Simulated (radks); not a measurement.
The numbers below are computed, except where a source is named.
Task: Radial electron density D(r) = 4 pi r^2 rho(r) of an atom or ion with 43 electrons. Code: a radial shooting solver on a logarithmic mesh with Libxc functionals. Model: Dirac Kohn-Sham, PBE, spin-unpolarised, spherical densities, finite nucleus; Fermi nuclear charge, rms radius of each element as measured or else 0.836 A^(1/3) + 0.57 fm.

r (bohr),D(r) (e/bohr)
0.001316,1.614
0.001769,2.716
0.00236,4.449
0.003173,7.256
0.004265,11.54
0.005689,17.58
0.007649,25.92
0.0102,35.78
0.01372,46.21
0.01829,53.96
0.02459,56.37
0.03307,52.66
0.0441,48.21
0.0593,51.31
0.07909,62.88
0.1063,69.66
0.1418,59.23
0.1907,45.44
0.2563,49.50
0.3419,53.68
0.4597,35.66
0.6131,16.66
0.8243,13.66
1.099,12.86
1.478,7.198
1.987,2.959
2.651,1.407
3.564,0.6556
4.753,0.2101
6.39,0.03462
8.523,0.002497

What is the nuclear charge?

Result: Z = 44. The innermost maximum, from 1s, lies near gamma/Z bohr with gamma = sqrt(1 - (Z/c)^2) = 0.947, here 0.0215 bohr (found: 0.0236), and its height grows with Z. The density is that of the ruthenium ion Ru+ in [Kr] 4d5 5s1 5p1; the configuration itself is not fixed sharply by these data, and Z only to a few units. D(r) has 4 maxima, at r = 0.0236, 0.104, 0.318, 0.929 bohr, and minima at 0.0470, 0.207, 0.755 bohr, inside which lie 2.05, 11.15, 29.20 electrons.
